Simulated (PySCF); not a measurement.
## Distorted geometries of [PbH3]+

[PbH3]+ (singlet). PySCF 2.14.0, RKS PBE0, Pb def2-SVP with ECP60, H def2-SVP; non-relativistic Hamiltonian with scalar-relativistic core potentials where named; density fitting; no spin-orbit coupling. Relaxed geometry:

```xyz
4

Pb    0.0000    0.0000    0.0000
H     1.7409    0.0000    0.0000
H    -0.8704    1.5077    0.0000
H    -0.8705   -1.5077    0.0000
```

Order these distorted geometries by energy above the relaxed one, lowest first.
A.
```xyz
4

Pb    0.0893   -0.0595    0.0628
H     1.8281   -0.0446   -0.0917
H    -1.0812    1.5482    0.0444
H    -0.8362   -1.4442   -0.0156
```
B.
```xyz
4

Pb   -0.0391    0.0050   -0.0178
H     1.7637    0.0477   -0.0099
H    -0.8680    1.4858   -0.0172
H    -0.8566   -1.5385    0.0449
```
C.
```xyz
4

Pb    0.0727    0.2123    0.0317
H     1.8338   -0.0610    0.0377
H    -1.0015    1.4906    0.1431
H    -0.9050   -1.6419   -0.2125
```

B (0.04 eV), A (0.40 eV), C (0.69 eV).

Which forces (eV/Å) act in the one that lies 0.69 eV up?


```
Pb  -0.15 -3.46 -0.44
H   -0.52  0.35  0.04
H   -0.45  0.93  0.10
H    1.12  2.18  0.30
```
Forces carry noise of the integration grid, about 0.01 to 0.03 eV/Å.

No frequency check is given that shows the relaxed geometry to be a minimum.
